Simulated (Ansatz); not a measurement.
`[OH][Mo]([OH])([F])([F])([F])[F]` at its PBE0-D4/def2-TZVP geometry, where that method's forces vanish. The species carries charge 0 and has multiplicity 1. Mo: def2 effective core potential.

```csv
atom,x (Å),y (Å),z (Å)
O1,-0.117,1.637,0.508
Mo2,0.246,-0.023,-0.172
O3,-1.507,-0.591,-0.076
F4,2.044,0.175,-0.497
F5,0.671,-0.452,1.581
F6,0.017,0.578,-1.887
F7,0.568,-1.810,-0.559
H8,-0.117,1.964,1.413
H9,-1.806,-1.476,-0.312
```

Q: For each bond, give half the difference of the two atoms' forces along it (eV/Å; positive pushes the atoms apart) under PBE-D4, r2SCAN-D4, B3LYP-D4, ωB97M-V in def2-TZVPP. (Estimate.)

A: Ansatz gave: 
```
  bond  length (Å)  PBE-D4  r2SCAN-D4  B3LYP-D4  ωB97M-V
O1–Mo2       1.830    0.47       0.36      0.28    -0.05
 O1–H8       0.962    0.09      -0.14     -0.14     0.00
Mo2–O3       1.845    0.43       0.31      0.26    -0.06
Mo2–F4       1.838    0.33       0.06      0.19    -0.01
Mo2–F5       1.854    0.36       0.11      0.19    -0.06
Mo2–F6       1.832    0.45       0.19      0.23    -0.02
Mo2–F7       1.857    0.28       0.02      0.16    -0.03
 O3–H9       0.963    0.16      -0.11     -0.11    -0.01
```

B3LYP here is the variant with VWN-RPA as its local correlation; programs differ in this.
